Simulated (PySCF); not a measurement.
How the method moves the HOMO and LUMO of `CBO[C@@H](C)F`

Compound: C3H8BFO.
Z-matrix (Å and degrees, PBE0-D3(BJ)/def2-SVP geometry), rows numbered from 1:
```
C 
B   1  1.5677
O   2  1.3639  1  123.65
C   3  1.3891  2  123.00  1    -0.93
C   4  1.5020  3  109.55  2   174.84
F   4  1.3718  3  108.76  2   -65.47
H   1  1.0986  2  112.45  3  -163.21
H   1  1.1047  2  107.89  3    78.23
H   1  1.1020  2  113.72  3   -38.76
H   2  1.2117  1  122.89  3  -178.88
H   4  1.1056  3  110.24  2    51.07
H   5  1.0986  4  110.02  3   -61.04
H   5  1.0990  4  109.23  3    58.33
H   5  1.0983  4  110.28  3   178.50
```

Basis pcSseg-1 throughout (PySCF), one geometry. The structure is a single PBE0-D3(BJ)/def2-SVP conformer in the gas phase; no vibrational or solvent corrections.

Q: How do the orbital energies, the gap and the dipole change with the method?

A: 
| method | kind | HOMO (eV) | LUMO (eV) | gap (eV) | μ (D) | SCF cycles |
| --- | --- | --- | --- | --- | --- | --- |
| BLYP | GGA | -6.90 | -1.00 | 5.89 | 1.64 | 15 |
| OPBE | GGA | -6.94 | -0.99 | 5.95 | 1.63 | 14 |
| PBE | GGA | -6.98 | -1.15 | 5.83 | 1.64 | 15 |
| B97-D | GGA | -7.02 | -0.96 | 6.06 | 1.65 | 15 |
| LDA | LDA | -7.07 | -1.40 | 5.67 | 1.69 | 15 |
| BP86 | GGA | -7.09 | -1.19 | 5.90 | 1.66 | 15 |
| KT2 | GGA | -7.10 | -1.15 | 5.95 | 1.61 | 14 |
| KT3 | GGA | -7.14 | -1.09 | 6.05 | 1.60 | 15 |
| B97-2 | global hybrid | -8.23 | -0.12 | 8.11 | 1.68 | 14 |
| B3LYP | global hybrid | -8.27 | -0.36 | 7.91 | 1.69 | 13 |
| PBE0 | global hybrid | -8.49 | -0.13 | 8.36 | 1.69 | 14 |
| mPW1PW91 | global hybrid | -8.53 | -0.12 | 8.41 | 1.70 | 14 |
| BHandHLYP | global hybrid | -9.94 | 0.93 | 10.87 | 1.74 | 12 |
| CAM-B3LYP | range-separated hybrid | -9.94 | 1.00 | 10.94 | 1.72 | 13 |
| wB97X-D | range-separated hybrid | -10.43 | 1.80 | 12.22 | 1.71 | 14 |
| LC-wPBE | range-separated hybrid | -11.29 | 2.24 | 13.53 | 1.73 | 13 |
| HF | Hartree–Fock | -12.15 | 3.50 | 15.65 | 1.81 | 10 |

The HOMO spans 5.25 eV, from BLYP down to HF, and the gap runs from 5.67 eV (LDA) to 15.65 eV (HF). Over the methods BLYP (0 %), OPBE (0 %), PBE (0 %), B97-D (0 %), LDA (0 %), BP86 (0 %), KT2 (0 %), KT3 (0 %), B97-2 (21 %), B3LYP (20 %), PBE0 (25 %), mPW1PW91 (25 %), BHandHLYP (50 %), HF (100 %), a straight line through the gap against the share of exact exchange rises by 0.98 eV for each 10 % (correlation coefficient 0.999). The dipole ranges from 1.60 D (KT3) to 1.81 D (HF). This basis has no diffuse functions.
